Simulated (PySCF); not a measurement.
Here is a computed PBE0-D3(BJ)/def2-SVP geometry (Å):
```
atom  x, y, z in Å
B1     1.865    0.218   -0.270
N2     0.627    0.156    0.419
B3    -0.549   -0.507   -0.038
P4    -2.131   -0.658    1.019
H5     2.782    0.834    0.221
H6     1.970   -0.344   -1.332
H7     0.576    0.647    1.308
H8    -0.503   -1.097   -1.090
H9    -2.163    0.636    1.619
H10   -3.082   -0.398   -0.005
```

Neutral, closed shell.

(1) Read off the bonds between heavy atoms and their formal orders.

(2) Write the SMILES.

(3) Classify the heavy atoms.

(4) What is the arrangement about P4?

(5) What is the arrangement about B3?

Answers

(1) B1–N2 1.42 Å (single); N2–B3 1.42 Å (single); B3–P4 1.91 Å (single). Bonds to hydrogen (Å): B1–H5 1.21; B1–H6 1.21; N2–H7 1.02; B3–H8 1.21; P4–H9 1.43; P4–H10 1.42.

(2) `BNBP`, B2H6NP.

(3) B1: three-coordinate boron; N2: boron-bound nitrogen; B3: three-coordinate boron; P4: three-coordinate phosphorus.

(4) It has 3 neighbours (B3, H9, H10) and is pyramidal (angles 100.3°, 98.1° and 97.0°, sum 295.4°, 0.75 Å off the plane of its three neighbours).

(5) It has 3 neighbours (N2, P4, H8) and is planar (angles 122.9°, 118.4° and 118.4°, sum 359.7°, 0.05 Å off the plane of its three neighbours).
